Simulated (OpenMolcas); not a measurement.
## Ni5+, Pd5+, Pt5+: d⁵ down the group

| Property | Result |
| --- | --- |
| Program | OpenMolcas 26.06 |
| Method | MS-CASPT2, IPEA 0.25 Eh, imaginary shift 0.1 Eh |
| Basis | ANO-RCC-VQZP |
| Scalar Hamiltonian | DKH2, point nucleus |
| Spin-orbit coupling | RASSI with atomic mean-field integrals over the reference wave functions, term energies averaged over their components |

Active space for each ion: 5 electrons in 5 orbitals (d); closed shells correlated by CASPT2: Ni5+ 3s 3p; Pd5+ 4s 4p; Pt5+ 5s 5p.

Computed levels in cm-1 above ⁶S_5/2:

```csv
Level,Ni5+,Pd5+,Pt5+
⁴G_7/2,43070,29210,25500
⁴G_11/2,43100,29380,27180
⁴G_9/2,43120,29520,28460
⁴P_1/2,47790,33380,30430
⁴D_7/2,51550,34860,34310
⁴D_1/2,51780,36470,39690
²I_11/2,62900,42680,40340
²I_13/2,63100,43690,44590
²F_7/2(1),69450,50440,57720
weight of ⁶S in the lowest level (%),100,98,81
```

Mixed levels, with the weight of the term that names them: Pd5+ ⁴P_1/2 (66 %), Pd5+ ⁴D_1/2 (67 %), Pd5+ ²F_7/2(1) (60 %), Pt5+ ⁴G_7/2 (60 %), Pt5+ ⁴P_1/2 (59 %), Pt5+ ⁴D_7/2 (61 %), Pt5+ ⁴D_1/2 (66 %), Pt5+ ²I_11/2 (71 %), Pt5+ ²F_7/2(1) (62 %).

Measured, with the error of the calculation in %. Measured levels: Ni5+ from Corliss and Sugar, J. Phys. Chem. Ref. Data 10, 197 (1981).

| Level | Ni5+ |
| --- | --- |
| ⁴G_11/2 | 41921 (+2.8) |
| ⁴P_1/2 | 46325 (+3.2) |
| ⁴D_7/2 | 50331 (+2.4) |
| ²I_11/2 | 61196 (+2.8) |
| ²I_13/2 | 61280 (+3.0) |
| ²F_7/2(1) | 67085 (+3.5) |

Without spin-orbit coupling ⁴G lies 43090, 29320, 26480 cm-1 above ⁶S in that order; the difference to the level ⁴G_7/2, of either sign, comes from spin-orbit coupling, which also lowers the zero.

CASPT2 breaks the degeneracy within a term, and the mean is taken; among the terms shown or strongly mixed into the levels shown the widest spread is 730 cm-1 (4d⁵ ⁴F, Pd5+). Blocks of more than 70 roots (2S+1 = 2 even) ran without multistate coupling. Measured partners are found by configuration, term and J. A level has none where our copy of the source lacks it or the pairing is in doubt (some pairs that miss far off the trend of their configuration count as doubtful), and it then counts in no deviation. Only configurations of the active space appear.

A number in round brackets counts repeated terms of one configuration in the order of the reference energies.
